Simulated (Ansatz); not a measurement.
System: P2H5, charge 1, multiplicity 1. It need not be the lowest isomer of its formula. SMILES: P[PH3+]
Geometry: optimised at B3LYP-D3(BJ)/def2-TZVP (Ansatz, an electronic-structure program).

Quantity: vertical triplet-singlet gap (E(triplet) - E(singlet); each state is the SCF solution reached for its spin), in kcal/mol. Valence correlation only, unless marked. UHF or UKS for open shells. No spin-orbit coupling. No relativistic terms. CBS(X,Y): correlation extrapolated as X^-3; Hartree-Fock from the larger set. The bracket is a focal-point correction in the basis named.

| level | program | vertical triplet-singlet gap (kcal/mol) | minus last row |
|---|---|---|---|
| HF/aug-cc-pV(D+d)Z | Ansatz | 107.5 | -12.6 |
| HF/aug-cc-pV(T+d)Z | Ansatz | 106.4 | -13.7 |
| CAM-B3LYP/def2-TZVPD | Ansatz | 116.6 | -3.5 |
| B2PLYP/def2-TZVPD | Ansatz | 117.7 | -2.4 |
| MP2/def2-SVPD | Ansatz | 120.1 | 0.0 |
| RI-MP2/CBS(aug-cc-pV(T+d)Z,aug-cc-pV(Q+d)Z) | Ansatz | 121.0 | 0.9 |
| SCS-MP2/def2-SVPD | Ansatz | 122.2 | 2.1 |
| CCSD(T)/def2-SVPD | Ansatz | 119.8 | -0.3 |
| RI-MP2/CBS(def2-TZVPPD,def2-QZVPPD)+[CCSD(T)-MP2]/def2-SVPD | Ansatz | 120.7 | 0.6 |
| RI-MP2/CBS(def2-TZVPPD,def2-QZVPPD)+[CCSD(T)-MP2]/def2-TZVPPD | Ansatz | 120.1 | 0.0 |
